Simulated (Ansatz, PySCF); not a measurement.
C6H12N (SMILES C[C]=NC(C)(C)C), doublet (typed; the unrestricted solution is spin-contaminated), at a GFN2-xTB geometry. Base run: PySCF with CCSD(T)/STO-3G.

PySCF was given this input:
```python
from pyscf import gto, scf, cc

mol = gto.M(
    atom='''
C     2.966887    0.299943    0.039558
C     1.512445    0.523645    0.016833
N     0.614151   -0.325881    0.008267
C    -0.811858   -0.133797   -0.010894
C    -1.370656   -0.799831    1.251892
C    -1.343405   -0.850762   -1.257354
C    -1.205105    1.348740   -0.045246
H     3.412456    0.784292   -0.828733
H     3.235723   -0.761356    0.035793
H     3.380904    0.769590    0.931296
H    -1.067528   -1.843262    1.288468
H    -2.456279   -0.747479    1.255737
H    -0.990706   -0.298817    2.139416
H    -2.428578   -0.797770   -1.287615
H    -0.943001   -0.387028   -2.156066
H    -1.041300   -1.895030   -1.244189
H    -0.811153    1.858051    0.831087
H    -0.792261    1.822413   -0.932811
H    -2.287176    1.449938   -0.058971
''',
    basis='sto-3g',
    charge=0,
    spin=1,
    verbose=4,
)

mf = scf.UHF(mol)
mf.kernel()

mycc = cc.CCSD(mf)
mycc.kernel()
et = mycc.ccsd_t()
print('E(CCSD(T)) = %.10f' % (mycc.e_tot + et))
```

The same geometry, method and basis name were run in Ansatz (a program for electronic structure) and PySCF, at each program's defaults and at the settings that a row names. The base is PySCF at its defaults. Differences at the defaults can come from grids, fitting, cores and function types together.

```
code and settings                                                                 ΔE vs base (mEh)  basis functions      E (Eh)  SCF cycles  SCF-reference dipole (D)
--------------------------------------------------------------------------------  ----------------  ---------------  ----------  ----------  ------------------------
PySCF, defaults (exact integrals, spherical functions, all electrons correlated)             0.000               47  -285.57555          19                      0.76
Ansatz, defaults (factorised integrals, spherical functions, frozen core)                    2.798               47  -285.57275           -                         -
PySCF, frozen core                                                                           2.755               47  -285.57279          19                      0.76
Ansatz, high accuracy, frozen core                                                           2.755               47  -285.57279           -                         -
```

Open shells are given as the SCF converged; they aren't shown to be the lowest states, and a large step between rows can be another state.
